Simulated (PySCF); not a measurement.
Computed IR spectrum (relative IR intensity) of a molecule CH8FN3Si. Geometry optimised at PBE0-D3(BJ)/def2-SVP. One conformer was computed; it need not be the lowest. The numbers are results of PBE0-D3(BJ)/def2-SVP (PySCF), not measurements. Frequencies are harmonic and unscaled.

Lines under 2 % of the strongest are left out, and lines within 2 cm⁻¹ are merged.

ν (cm⁻¹): 188 (vw), 254 (w), 292 (vw), 312 (w), 354 (vs), 377 (vw), 397 (s), 416 (vs), 460 (vs), 769 (w), 862 (s), 922 (vs), 948 (vs), 1077 (m), 1240 (vw), 1448 (vw), 1530 (m), 1535 (m), 1545 (m), 3041 (w), 3104 (w), 3607 (w), 3612 (w), 3617 (w), 3706 (w), 3720 (m) (against the strongest line: vs over 80 %, s over 45 %, m over 15 %, w over 4 %, vw less)

**Question.** Which structure fits?
A) N[Si](N)(N)CF
B) CN[Si](N)(N)F
C) NC[Si](N)(N)F

**Answer.** A, N[Si](N)(N)CF
